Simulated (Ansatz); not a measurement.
Geometry optimisation, Ansatz, RKS PBE0-D4/def2-SVPD.

input.yaml

```yaml
crystal:
  periodic: [false, false, false]
  atoms:
    - { symbol: Al, position_ang: [-0.074812, -0.372771, 0.028917] }
    - { symbol: H, position_ang: [-0.343995, -0.317739, 1.570937] }
    - { symbol: O, position_ang: [1.541401, -0.345287, -0.531263] }
    - { symbol: H, position_ang: [1.855028, -0.68602, -1.372218] }
    - { symbol: O, position_ang: [-1.340423, -0.669722, -1.091739] }
    - { symbol: H, position_ang: [-2.258111, -0.746309, -0.828325] }
    - { symbol: O, position_ang: [0.061817, 2.279992, 1.356435] }
    - { symbol: H, position_ang: [0.985117, 2.547078, 1.393141] }
    - { symbol: H, position_ang: [-0.003622, 1.480179, 1.925415] }
basis:
  gaussian: { orbitals: def2-SVPD }
hamiltonian:
  xc: pbe0
  dispersion: d4
relax:
  f_tol: 0.03
  max_steps: 50
```

Command:

```bash
$ ansatz run input.yaml --threads 4 --pin off --max-ram 5120MiB --backend cpu --events-out ev --progress --plain --runs-dir out
```

Where does it end, and by what steps?

The run converged. After 14 steps the energy has fallen by 0.713 eV; H8 moved furthest, 1.05 Å. Joined: Al1–O7 (2.97 → 2.01 Å).

```csv
step,energy less start (eV),largest force component (eV/Å),accepted
0,0.0000,0.876,yes
1,-0.0304,1.844,yes
2,-0.1778,2.366,yes
3,-0.4185,1.226,yes
4,-0.5664,0.652,yes
5,-0.6293,0.324,yes
6,-0.6622,0.609,yes
7,-0.6356,0.947,no
8,-0.6899,0.128,yes
9,-0.7016,0.154,yes
10,-0.7070,0.486,yes
11,-0.7111,0.064,yes
12,-0.7119,0.066,yes
13,-0.7125,0.063,yes
14,-0.7128,0.025,yes
```

```xyz
9
Properties=species:S:1:pos:R:3
Al -0.127 -0.185 0.311
H -0.367 -0.970 1.672
O 1.508 0.071 -0.272
H 1.867 -0.288 -1.083
O -1.333 -0.220 -0.926
H -2.205 -0.595 -0.810
O 0.056 1.698 0.982
H 0.962 1.821 0.642
H 0.063 1.838 1.935
```

Whether the end is a true minimum wasn't checked by a vibrational analysis.

The run took 21 s on 4 threads of Arm Neoverse V2, on a shared host, peak memory 0.29 GiB.
